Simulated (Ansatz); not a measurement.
In₁₄As₁₄H₃₄, a nanocrystal cut from wurtzite InAs (hydrogen-capped), relaxed as a singlet with RKS PBE-D4/def2-SVP in Ansatz, starting from a model built from a lattice or polyhedron. Force threshold 0.03 eV/Å.

In the def2 sets In takes a core potential; there is no spin–orbit coupling. Single mean-field runs in def2-SVP are fitted with def2-universal-jkfit.

Start:

Cartesian coordinates in Å:
```
As -0.580 4.265 3.893
In -2.098 4.970 1.845
In -4.471 1.448 2.409
As -3.019 2.813 0.697
In 1.397 2.794 3.064
As 2.852 4.147 1.346
In -0.981 -0.719 3.617
As -3.429 -0.948 2.700
As 0.436 0.675 1.908
In -1.037 1.331 -0.148
In 2.889 2.901 -0.945
As 0.434 2.674 -1.867
In -3.415 -2.168 0.428
As -1.978 -0.821 -1.285
In -3.475 -0.126 -3.334
In 0.417 1.441 -4.166
As -2.030 1.217 -5.074
As 0.046 -3.125 3.915
In 2.481 -0.836 1.060
As 3.898 0.527 -0.649
In 0.070 -4.377 1.618
As -2.398 -4.580 0.716
As 1.503 -3.025 -0.099
In 0.014 -2.327 -2.157
In 3.903 -0.729 -2.989
As 1.455 -0.961 -3.846
In 3.516 -4.474 -0.955
As 4.945 -3.116 -2.642
H -0.034 5.503 4.580
H -1.415 3.483 4.891
H -3.396 5.939 2.425
H -1.154 5.843 0.733
H -4.489 2.263 3.965
H -6.082 1.314 1.828
H -3.889 3.215 -0.500
H 2.398 2.326 4.439
H 2.264 5.522 1.180
H 4.281 4.288 1.852
H -0.988 0.092 5.156
H -4.249 -1.722 3.727
H 3.819 3.798 -2.062
H -0.202 4.038 -2.052
H -5.069 -2.338 -0.181
H -4.799 0.860 -2.789
H -4.109 -1.565 -4.119
H 1.357 2.352 -5.303
H -2.643 2.617 -5.218
H -2.011 0.496 -6.395
H -0.765 -3.911 4.926
H 1.481 -3.009 4.448
H 3.457 -1.315 2.427
H 5.325 0.666 -0.164
H 0.732 -5.961 1.827
H -3.218 -5.384 1.707
H -2.374 -5.296 -0.631
H -0.604 -3.763 -2.939
H 4.859 0.180 -4.116
H 1.467 -1.667 -5.207
H 4.476 -4.944 0.391
H 2.879 -5.901 -1.747
H 6.370 -3.009 -2.145
H 4.980 -3.883 -3.995
```

| step | energy (eV) | largest force component (eV/Å) | SCF passes |
| --- | --- | --- | --- |
| 1 | -924551.5912 | 1.208 | 21 |
| 2 | -924553.9528 | 0.434 | 25 |
| 3 | -924554.4141 | 0.383 | 25 |
| 4 | -924554.5374 | 0.082 | 21 |
| 5 | -924554.5789 | 0.048 | 20 |
| 6 (rejected) | -924554.5771 | 0.137 | 20 |
| 7 | -924554.5935 | 0.029 | 20 |
| 8 | -924554.6007 | 0.052 | 20 |
| 9 | -924554.6058 | 0.109 | 20 |
| 10 | -924554.6074 | 0.109 | 20 |
| 11 | -924554.6093 | 0.073 | 20 |
| 12 (rejected) | -924554.6081 | 0.036 | 21 |
| 13 | -924554.6104 | 0.007 | 20 |

Force components are those of the run's own axes.

End:

Cartesian coordinates in Å:
```
As -0.763 4.181 3.539
In -2.006 5.248 1.308
In -4.626 1.681 2.668
As -2.985 2.796 0.796
In 1.377 2.568 3.351
As 2.665 3.994 1.415
In -1.051 -0.640 3.813
As -3.445 -0.787 2.692
As 0.496 0.503 1.971
In -1.044 1.224 -0.067
In 3.028 3.016 -1.079
As 0.509 2.570 -1.817
In -3.614 -2.108 0.390
As -1.995 -0.887 -1.318
In -3.823 -0.105 -3.133
In 0.543 1.602 -4.313
As -2.060 1.202 -4.826
As -0.007 -3.152 3.768
In 2.561 -1.021 1.213
As 3.787 0.492 -0.683
In 0.333 -4.634 1.520
As -2.271 -4.449 0.806
As 1.607 -3.071 -0.175
In -0.054 -2.490 -2.180
In 4.040 -0.557 -3.133
As 1.453 -0.842 -3.730
In 3.564 -4.792 -0.874
As 4.845 -3.067 -2.622
H -0.449 5.199 4.636
H -1.797 3.382 4.331
H -3.228 6.343 1.878
H -0.652 5.606 0.266
H -4.145 2.420 4.175
H -6.216 1.522 1.990
H -3.808 2.917 -0.488
H 2.376 2.365 4.759
H 1.934 5.324 1.242
H 3.981 4.576 1.930
H -0.958 0.029 5.422
H -4.258 -1.628 3.683
H 4.033 4.028 -2.073
H -0.103 3.968 -1.914
H -5.235 -2.475 -0.138
H -4.748 1.201 -2.448
H -4.367 -1.472 -4.058
H 1.434 2.522 -5.491
H -2.590 2.572 -5.253
H -2.077 0.590 -6.227
H -0.673 -4.025 4.833
H 1.357 -3.070 4.454
H 3.660 -1.403 2.516
H 5.238 0.640 -0.217
H 0.845 -6.261 1.871
H -3.087 -5.393 1.691
H -2.412 -5.265 -0.478
H -0.589 -3.891 -3.075
H 5.016 0.345 -4.257
H 1.501 -1.516 -5.105
H 4.681 -4.952 0.450
H 2.902 -6.025 -1.907
H 6.334 -2.942 -2.298
H 5.040 -3.703 -3.998
```

By distances, no bond broke or formed. The bond that changes most is In27–As28, from 2.59 to 2.77 Å (atoms count from 1).

The force fell under the threshold at step 7, but the optimiser went on and released 0.017 eV more. No frequencies were taken in this run, so the end may be a saddle point.

Run time 87 s (10 threads of AMD EPYC 7R13 on a shared host and a whole NVIDIA H100 80GB HBM3), peak host memory 2 GiB.
